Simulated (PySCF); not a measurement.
# One molecule, several mistakes: CH4OSi2

These are calculations, not measurements. They come from PySCF 2.14.0, an open-source quantum chemistry program, on an isolated molecule that a program drew, which may never have been made. The molecule is CH4OSi2 (charge 0, singlet), drawn as the SMILES string `C=[SiH]O[SiH]`.

Each row is a Hartree-Fock (HF) and frozen-core CCSD(T) single point in the cc-pV(D+d)Z basis, meant for a local HF minimum. Run 1 is clean. Each other run has one planted mistake out of seven kinds, and not every kind appears here: one electron removed, one electron added, multiplicity raised by two, geometry at a saddle point, minimal basis STO-3G, one bond length entered in bohr, all coordinates scaled. The reference is restricted for singlets and unrestricted otherwise, and also for a bond in bohr. Adding or removing an electron swaps singlet and doublet. Electrons count all cores. HOMO and LUMO are orbital energies over both spins, the gradient is its largest component, and the lowest frequency (negative if imaginary) is given only where the gradient is small. Bond lengths are over the 7 bonds as drawn. T1 is the CCSD diagnostic: over 0.02 (restricted) or 0.045 (unrestricted) a single reference is doubtful.

Geometry of the clean run:
```xyz
8
CH4OSi2, angstrom
C     0.6724    0.0293   -0.9420
Si    0.2063   -0.9245   -2.2449
O    -0.7331   -0.4557   -3.4956
Si   -1.3005    0.7169   -4.5305
H     0.3953    1.0684   -0.8128
H     1.2919   -0.4008   -0.1626
H     0.5815   -2.3286   -2.4203
H    -0.2981    1.8161   -4.1840
```

```
run  electrons  basis functions  <S^2>  HOMO (eV)  LUMO (eV)  gradient (hartree/bohr)  lowest frequency (cm^-1)  mean bond (Å)  longest bond (Å)      T1  HF (hartree)  CCSD(T) (hartree)                     mistake
  1         46               94  0.000      -8.41       0.88                  7.2e-06                        47         1.4481             1.681  0.0169    -692.90841         -693.46416                    no fault
  2         46               94  0.000      -8.84       1.17                  9.6e-02                         -         1.3192             1.531  0.0138    -692.82063         -693.35824      all coordinates scaled
  3         46               94  2.007      -7.80       0.02                  2.8e-02                         -         1.4481             1.681  0.0199    -692.86436         -693.39530  multiplicity raised by two
  4         47               94  0.775      -0.65       7.19                  6.4e-02                         -         1.4481             1.681  0.0194    -692.90331         -693.46382          one electron added
  5         46               32  0.000      -5.22       6.36                  2.6e-02                         -         1.4481             1.681  0.0261    -684.66812         -684.90944        minimal basis STO-3G
  6         45               94  0.946     -11.79      -7.15                  7.0e-02                         -         1.4481             1.681  0.0960    -692.60692         -693.14612                           ?
```

**Which mistake was planted in run 6, and what did it cost?**

It counts 45 electrons, one fewer than the clean run, at the same geometry and basis. So the mistake is: one electron removed. Subtracting run 1 and multiplying by 627.51 kcal/mol a hartree, the energy moved by 189.2 kcal/mol in HF and 199.6 kcal/mol in CCSD(T).

Cautions from the logs. Run 4: the added electron raises the CCSD(T) energy, so it isn't bound in this basis; run 5: T1 is over the limit, so its CCSD(T) energy is less reliable; run 6: T1 is over the limit, so its CCSD(T) energy is less reliable.
